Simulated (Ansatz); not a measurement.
`[GaH2][GaH][GeH3]` + `C[SiH2]N` → `C[SiH2][NH][GeH3]` + `[GaH2][GaH2]`  (cleavage of the Ge–Ga bond)

Calculated with Ansatz (gas phase, PBE0-D4/def2-TZVP geometries, no zero-point term in ΔE). CBS: MP2 limit from def2 TZ/QZ plus the TZ coupled-cluster correction, frozen cores. Functionals use def2-TZVPP. For Ga, Ge outer-core shells are correlated without core-valence functions, which leaves a few kJ/mol of doubt a bond. Scalar relativity is left out up to krypton. Each species was taken in one conformer, which may not be the lowest.

`[GaH2][GaH][GeH3]`:

Z-matrix (Å, degrees):
```
Ge
Ga 1 2.458
H 1 1.543 2 110.8
H 1 1.541 2 113.6 3 -120.6
H 1 1.543 2 111.0 3 118.7
Ga 2 2.457 1 122.9 3 119.6
H 2 1.580 1 114.6 3 -60.2
H 6 1.577 2 121.9 1 -89.0
H 6 1.577 2 121.8 1 89.0
```

`C[SiH2]N`:

Cartesian coordinates in Å:
```
C -0.741 -0.826 -0.852
Si 0.455 -0.240 0.463
N 0.553 1.461 0.704
H -0.726 -1.918 -0.925
H -0.479 -0.420 -1.833
H -1.764 -0.519 -0.620
H 1.821 -0.705 0.095
H 0.052 -0.839 1.765
H 1.016 2.050 0.032
H -0.187 1.957 1.172
```

`C[SiH2][NH][GeH3]`:

```xyz
13

C    -1.963    1.058    0.526
Si   -0.857   -0.415    0.228
N     0.550    0.017   -0.667
Ge    2.268   -0.575   -0.396
H    -2.850    0.764    1.094
H    -1.437    1.836    1.083
H    -2.304    1.488   -0.420
H    -1.672   -1.469   -0.450
H    -0.364   -0.983    1.513
H     0.407    0.460   -1.564
H     2.426   -0.827    1.109
H     3.233    0.522   -0.881
H     2.563   -1.875   -1.174
```

`[GaH2][GaH2]`:

Z-matrix (Å, degrees):
```
Ga
Ga 1 2.459
H 1 1.578 2 122.1
H 1 1.578 2 122.1 3 -179.9
H 2 1.578 1 122.2 3 -90.1
H 2 1.578 1 122.0 3 89.9
```

(1) Is it downhill or uphill in electronic energy at CCSD(T)/CBS, and by how much? (Best estimate.)

(2) What do these levels give: LDA (SPW92), PBE-D4, ωB97M-V, revPBE, BLYP, HF/def2-SVP? (Best estimate.)

(3) What do rigid-rotor, harmonic-oscillator terms from PBE0-D4/def2-TZVP frequencies (298.15 K, 1 bar) make of the CCSD(T)/CBS value? (Best estimate.)

Largest T1 diagnostic among the species: 0.014.

## Answers

(1) Computed: Uphill: ΔE = +35.6 kJ/mol.

(2) Computed: LDA (SPW92) 46.1, PBE-D4 47.4, ωB97M-V 33.4, revPBE 50.3, BLYP 45.8, HF/def2-SVP 16.9 kJ/mol.

(3) The calculation gave: ΔZPE = -7.2 kJ/mol, ΔH = +26.6 kJ/mol, ΔS = -22 J/(mol·K), ΔG = +33.1 kJ/mol. Modes under 50 cm⁻¹ make the entropy rough.

In def2-TZVPP, CCSD(T) changes the Hartree–Fock value by +9.8 kJ/mol (the triples alone add +0.3 kJ/mol) and MP2 by +8.0 kJ/mol. From BLYP to BHLYP (50 % exact exchange), in def2-TZVPP and without D4, ΔE moves by −11.2 kJ/mol. The D4 term adds −3.4 kJ/mol with B3LYP and −1.8 kJ/mol with PBE0; it sums over pairs of atoms, weighted by their polarisabilities, and B3LYP, whose exchange is more repulsive, gets the larger term.

B3LYP here is the variant with VWN-RPA as its local correlation; programs differ in this.
